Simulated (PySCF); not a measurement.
Species: C4H4F3 (doublet state).
Numbering: `[CH2:1][CH2:2][C:3]([F:4])=[C:5]([F:6])[F:7]` (hydrogens: H8, H9 on C1; H10, H11 on C2)

Structure used (GFN2-xTB), in Å, numbered top down from 1:
```
atom  x, y, z in Å
C1    -1.4264   -0.3535    0.8058
C2    -0.6201   -0.5967   -0.4096
C3     0.3930    0.5177   -0.5011
F4    -0.0820    1.6967   -0.9415
C5     1.6558    0.4482   -0.0949
F6     2.5381    1.4384   -0.0914
F7     2.2091   -0.6781    0.3472
H8    -2.3428    0.1997    0.7493
H9    -0.9999   -0.5516    1.7699
H10   -1.2386   -0.5737   -1.3079
H11   -0.0809   -1.5445   -0.3517
```

The hyperfine couplings belong to this conformer and change with its torsions.

Theory: PySCF, UKS B3LYP, pcH-1 on C F H, non-relativistic, mean-field spin-orbit, GIAO. One conformer (not necessarily the lowest) at the GFN2-xTB geometry, without solvent, vibrations or thermal averaging. A GFN2-xTB geometry isn't a minimum of the functional, and hyperfine couplings can be far from their values at a DFT geometry. No stability test was run, so a lower SCF solution isn't excluded.

**Question.** The isotropic 13C couplings are +96.5, +84.5, -28.0, +7.2 MHz. Assign them to C1; C2; C3; C5.

**Answer.** 
| site | a_iso (MHz) | ρ(0) (bohr⁻³) | position | distance from C1 (Å) | spin population | largest \|T\| (MHz) |
| --- | --- | --- | --- | --- | --- | --- |
| C1 | +96.5 | +0.0859 | largest spin population | 0.00 | +1.07 | 162.7 |
| C2 | -28.0 | -0.0249 | 1 bond from C1 | 1.48 | -0.08 | 2.3 |
| C3 | +84.5 | +0.0752 | 2 bonds from C1 | 2.40 | +0.02 | 13.0 |
| C5 | +7.2 | +0.0064 | 3 bonds from C1 | 3.31 | +0.04 | 9.1 |

**Question.** Match the computed a_iso(19F) values +19.0, +6.4, -2.7 MHz with the sites F4; F6; F7.

**Answer.** 
```tsv
site	a_iso (MHz)	ρ(0) (bohr⁻³)	position	distance from C1 (Å)	bound to	spin population there	largest |T| (MHz)
F4	-2.7	-0.0006	3 bonds from C1	3.01	C3	+0.02	11.9
F6	+19.0	+0.0045	4 bonds from C1	4.44	C5	+0.04	30.3
F7	+6.4	+0.0015	4 bonds from C1	3.68	C5	+0.04	21.6
```

**Question.** The isotropic 1H couplings, averaged over equivalent nuclei, are -62.7, +34.3 MHz. Assign them to H8/H9; H10/H11.

**Answer.** 
```json
{"site": "H8/H9", "a_iso (MHz)": "-62.7", "ρ(0) (bohr⁻³)": "-0.0140", "position": "α, 1 bond from C1", "distance from C1 (Å)": "1.07", "bound to": "C1", "spin population there": "+1.07", "largest |T| (MHz)": "39.8"}
{"site": "H10/H11", "a_iso (MHz)": "+34.3", "ρ(0) (bohr⁻³)": "+0.0077", "position": "β, 2 bonds from C1", "distance from C1 (Å)": "2.14", "bound to": "C2", "spin population there": "-0.08", "largest |T| (MHz)": "9.5"}
```

ρ(0) is the spin density at the nucleus and T the dipolar tensor; entries for several nuclei are means. The largest Mulliken spin populations are on C1 (+1.07) and C2 (-0.08). No atom but C1 exceeds +0.15. The angles at C1 add up to 358.8°, so it is planar; its axial dipolar tensor and the negative couplings of its protons fit spin in a p orbital normal to that plane.

Means are taken over nuclei equivalent by connectivity, which assumes that they swap fast. The 1H value of +34.3 MHz is a mean of couplings from 12.5 to 56.1 MHz in this one geometry, not an average over conformers.

Hardware: one thread of an Arm Neoverse V2, no GPU, shared host. Cost: 35 s of wall time (with the writing of density and orbital grids), 0.76 GiB resident at most.
